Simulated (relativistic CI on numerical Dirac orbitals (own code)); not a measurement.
Transition arrays of Tb¹⁹⁺

Calculated at this level of theory: Dirac-Coulomb-Breit CI, separate exchange-only KLI orbitals for each configuration, QED by a radiative potential, valence Slater integrals scaled by 0.9, whole transition arrays (own radial code, finite nucleus).

Configurations in the expansion (outside the closed core [Kr]): 4d¹⁰, 4d⁹4f, 4d⁹5p, 4d⁹5f. Levels of other configurations are missing.

All E1 lines from the levels of 4d¹⁰; mean and standard deviation are weighted by gf, and upper levels are sorted by their leading configuration.

```csv
Upper configuration,Lines,Σgf,Mean (eV),Mean (nm),σ (eV),Strongest line (nm)
4d⁹4f,3,8.6,191.97,6.458,2.86,6.451
4d⁹5p,3,0.9,238.71,5.194,2.98,5.182
4d⁹5f,3,0.9,353.09,3.511,3.45,3.545
```

Σgf per state of the lower configuration in bins of 0.1 nm over the central range (centre: value): 3.45: 0.46, 3.55: 0.47, 5.15: 0.60, 5.25: 0.26, 6.45: 8.57.

How do configuration mixing and the scaling of the Slater integrals move the arrays?

Slater scale 0.9, no configuration mixing: 4d⁹4f 192.2 ± 2.9 eV (Σgf 8.4), 4d⁹5p 239.0 ± 3.0 eV (Σgf 1.2), 4d⁹5f 353.0 ± 3.4 eV (Σgf 1.1); Slater scale 1: 4d⁹4f 196.0 ± 2.8 eV (Σgf 8.8), 4d⁹5p 238.8 ± 3.0 eV (Σgf 0.9), 4d⁹5f 353.2 ± 3.5 eV (Σgf 0.9); Slater scale 0.8: 4d⁹4f 187.9 ± 2.9 eV (Σgf 8.4), 4d⁹5p 238.6 ± 3.0 eV (Σgf 1.0), 4d⁹5f 353.0 ± 3.4 eV (Σgf 0.9). With mixing, levels are counted to their leading configuration, so an array can shrink or vanish into another, and the sums then hold other lines.
